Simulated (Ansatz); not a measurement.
BGeH5 (SMILES [BH2][GeH3]) moved off its minimum; all values from Ansatz (a quantum-chemistry and plane-wave program), cores frozen in correlated methods.
(charge 0, multiplicity 1)
```xyz
7

B     -1.7170    -0.2142    -0.3451
Ge     0.3278    -0.0631     0.1105
H      1.1725    -1.3026    -0.3850
H      0.8939     1.1216    -0.5848
H      0.5103     0.0601     1.6624
H     -2.4804     0.8124     0.0690
H     -2.0573    -0.8657    -1.1096
```

Forces at wB97M-V/def2-TZVPP (eV/Å):

```tsv
atom	Fx	Fy	Fz
B1	0.924	5.161	3.162
Ge2	-0.492	-1.548	0.767
H3	-0.388	0.521	0.273
H4	0.266	0.790	-0.318
H5	0.064	0.041	-0.567
H6	1.276	-2.180	-0.599
H7	-1.650	-2.785	-2.718
```

### Question
Give the forces (eV/Å), the total energy and the dipole at CCSD(T)/cc-pVTZ.

### Answer

```csv
atom,Fx,Fy,Fz
B1,0.779,5.177,3.186
Ge2,-0.410,-1.604,0.829
H3,-0.274,0.348,0.204
H4,0.376,1.024,-0.457
H5,0.093,0.059,-0.335
H6,1.188,-2.108,-0.574
H7,-1.754,-2.897,-2.854
```
Energy -2103.2197 hartree, dipole 0.54 D.
